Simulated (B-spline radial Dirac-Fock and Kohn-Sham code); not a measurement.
**Successive ionisation energies of nickel: Dirac-Fock against NIST**

These are calculated numbers from an atomic code on a B-spline grid; the model is multi-electron Dirac-Fock with separately optimised hole states, Breit and Lamb-shift corrections added in first order. Each value is the difference of the configuration-average energies of two neighbouring ions in their tabulated ground configurations. Correlation energy is missing from these numbers. NIST's values refer to the lowest levels; many for high charge states are themselves semi-empirical or theoretical. Where a p, d or f shell is open in either ion the computed value averages over both j values and all terms, while the table refers to the lowest levels; that difference holds spin-orbit splitting (largest in heavy or highly charged ions), term energies where several electrons share open shells, and correlation, and it can reach 10 % or more.

```
  ion  configuration  computed (eV)         NIST (eV)            kind  NIST − computed (eV)
 Ni⁹⁺       [Ar] 3d1          222.9       224.7 ± 0.5  semi-empirical                 +1.83
Ni¹⁰⁺   [Ne] 3s2 3p6          319.2       319.5 ± 0.7  semi-empirical                 +0.26
Ni¹¹⁺   [Ne] 3s2 3p5          352.5       351.6 ± 0.3  semi-empirical                 -0.91
Ni¹²⁺   [Ne] 3s2 3p4          386.7       384.5 ± 0.5  semi-empirical                 -2.22
Ni¹³⁺   [Ne] 3s2 3p3          421.9       429.3 ± 0.8  semi-empirical                 +7.44
Ni¹⁴⁺   [Ne] 3s2 3p2          457.9       462.8 ± 1.1  semi-empirical                 +4.88
Ni¹⁵⁺   [Ne] 3s2 3p1          494.9       495.4 ± 1.7  semi-empirical                 +0.51
Ni¹⁶⁺       [Ne] 3s2          566.8     571.07 ± 0.12  semi-empirical                 +4.26
Ni¹⁷⁺       [Ne] 3s1          606.3    607.02 ± 0.019  semi-empirical                 +0.67
Ni¹⁸⁺   [He] 2s2 2p6         1544.4      1540.1 ± 0.5        measured                 -4.32
Ni¹⁹⁺   [He] 2s2 2p5         1653.5          1646 ± 3  semi-empirical                 -7.54
Ni²⁰⁺   [He] 2s2 2p4         1765.6          1758 ± 4  semi-empirical                 -7.57
Ni²¹⁺   [He] 2s2 2p3         1880.5          1880 ± 5  semi-empirical                 -0.50
Ni²²⁺   [He] 2s2 2p2         1998.3      2008.1 ± 1.3  semi-empirical                 +9.78
Ni²³⁺   [He] 2s2 2p1         2119.0      2130.5 ± 0.9  semi-empirical                +11.48
Ni²⁴⁺       [He] 2s2         2288.5      2295.6 ± 2.1  semi-empirical                 +7.08
Ni²⁵⁺       [He] 2s1         2399.1  2399.259 ± 0.007     theoretical                 +0.16
Ni²⁶⁺            1s2        10287.4          10288.88     theoretical                 +1.52
Ni²⁷⁺            1s1        10775.5          10775.39     theoretical                 -0.10
```

Question: Where in this range is the largest relative jump, and why?

Answer: From Ni²⁵⁺ (2399.1 eV) to Ni²⁶⁺ (10287.4 eV), a factor of 4.29. The configuration goes from [He] 2s1 to 1s2, so the next electron comes out of a deeper subshell.
